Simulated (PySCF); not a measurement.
**Spin-Hamiltonian simulation**

Molecule: SMILES CC(COCC)C, C₆H₁₄O.

Bonds (- single, = double, # triple, : aromatic): C1-C2, C2-O3, O3-C4, C4-C5, C5-C6, C5-C7. C1 carries H8, H9, H10; C2 carries H11, H12; C4 carries H13, H14; C5 carries H15; C6 carries H16, H17, H18; C7 carries H19, H20, H21.

- couplings computed with B3LYP/pcJ-1 (without the spin–dipole term)
- geometry from PBE0-D3(BJ)/def2-SVP
- GIAO HF/pcSseg-1 shieldings
- code: PySCF 2.14.0 with density-fitted response routines
- non-relativistic Hamiltonian, a single conformation, no solvent, fast rotation and ring inversion assumed for equivalent nuclei

Chemical shifts δ = σref − σ; TMS for ¹H (σref 31.69), all at this level.

Shifts (ppm): H13/H14 2.53, H15 1.34, H16/H17/H18/H19/H20/H21 0.89.
Couplings (Hz): H13–H14: -9.1; H13–H15, H14–H15: 6.8; H13–H19, H13–H20, H13–H21, H14–H16, H14–H17, H14–H18: -0.2; H15–H16, H15–H17, H15–H18, H15–H19, H15–H20, H15–H21: 7.4; H16–H17, H16–H18, H17–H18, H19–H20, H19–H21, H20–H21: -13.8; H16–H19, H16–H20, H16–H21, H17–H19, H17–H20, H17–H21 …: 0.2.

The 9-spin Hamiltonian (Zeeman plus full scalar coupling among like nuclei) was diagonalised exactly; lines are Lorentzian, 0.5 Hz wide, and the maxima above 3 % are listed with the tallest set to 100.

(1) Give the ¹H peak list of this spin system at 300 MHz.

(2) And at 400 MHz?

(3) Among coupled protons with different shifts, which pair is furthest from first order, and how does the field change that?

Answers

(1) 
```json
{"Hz": "762.4", "ppm": "2.541", "height": "38"}
{"Hz": "755.7", "ppm": "2.519", "height": "39"}
{"Hz": "409.6", "ppm": "1.365", "height": "4"}
{"Hz": "402.4", "ppm": "1.341", "height": "5"}
{"Hz": "395.6", "ppm": "1.319", "height": "4"}
{"Hz": "394.8", "ppm": "1.316", "height": "4"}
{"Hz": "270.6", "ppm": "0.902", "height": "100"}
{"Hz": "263.2", "ppm": "0.877", "height": "83"}
```

(2) 
```json
{"Hz": "1015.4", "ppm": "2.539", "height": "35"}
{"Hz": "1008.7", "ppm": "2.522", "height": "36"}
{"Hz": "543.5", "ppm": "1.359", "height": "4"}
{"Hz": "536.8", "ppm": "1.342", "height": "4"}
{"Hz": "536.2", "ppm": "1.341", "height": "5"}
{"Hz": "529.4", "ppm": "1.323", "height": "4"}
{"Hz": "528.8", "ppm": "1.322", "height": "4"}
{"Hz": "359.6", "ppm": "0.899", "height": "100"}
{"Hz": "352.2", "ppm": "0.881", "height": "88"}
```

(3) H15 and H16: Δν/J is about 18.2 at 300 MHz (close to first order) and 24.3 at 400 MHz (close to first order). J in Hz doesn't depend on the field, while Δν in Hz grows in proportion to it.

Unscaled 3J(H,H) at this level run about 10 % above measured values. Across freely rotating sp3–sp3 bonds, 3J(H,H) is taken as (2 J gauche + J anti)/3 from the one conformer, which assumes equal rotamer populations.
